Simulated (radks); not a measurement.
The numbers below are computed, except where a source is named.
Species: B+. Configuration: [He] 2s2. Code: a radial shooting solver on a logarithmic mesh with Libxc functionals. Model: Dirac Kohn-Sham, LDA (Slater exchange, Perdew-Wang correlation), spin-unpolarised, spherical densities, finite nucleus; Fermi nuclear charge, rms radius 2.406 fm.

Radial electron density D(r) = 4 pi r^2 rho(r):

r (bohr),D(r) (e/bohr)
0.01116,0.1008
0.01229,0.1208
0.01363,0.1467
0.01513,0.1779
0.01679,0.2155
0.01848,0.2567
0.0205,0.3096
0.02275,0.3727
0.02525,0.4476
0.02779,0.5287
0.03083,0.6314
0.03421,0.7516
0.03796,0.8914
0.04179,1.040
0.04637,1.223
0.05145,1.432
0.05709,1.667
0.06284,1.907
0.06973,2.194
0.07737,2.504
0.08585,2.836
0.0945,3.156
0.1049,3.510
0.1164,3.862
0.1291,4.198
0.1421,4.482
0.1577,4.745
0.175,4.943
0.1942,5.060
0.2137,5.082
0.2371,5.003
0.2631,4.810
0.292,4.507
0.3214,4.139
0.3566,3.665
0.3957,3.139
0.4391,2.598
0.4833,2.119
0.5363,1.655
0.595,1.279
0.6603,1.011
0.7268,0.8642
0.8064,0.8079
0.8948,0.8388
0.9929,0.9276
1.093,1.031
1.213,1.134
1.346,1.200
1.493,1.208
1.644,1.157
1.824,1.043
2.024,0.8826
2.245,0.6987
2.472,0.5285
2.743,0.3626
3.043,0.2289
3.377,0.1320
3.717,0.07271
4.124,0.03438
4.576,0.01446
5.078,0.005355
5.589,0.001892
6.202,0.0005294

D(r) has 2 maxima, at r = 0.209, 1.43 bohr, and minima at 0.813 bohr, inside which lie 2.06 electrons.
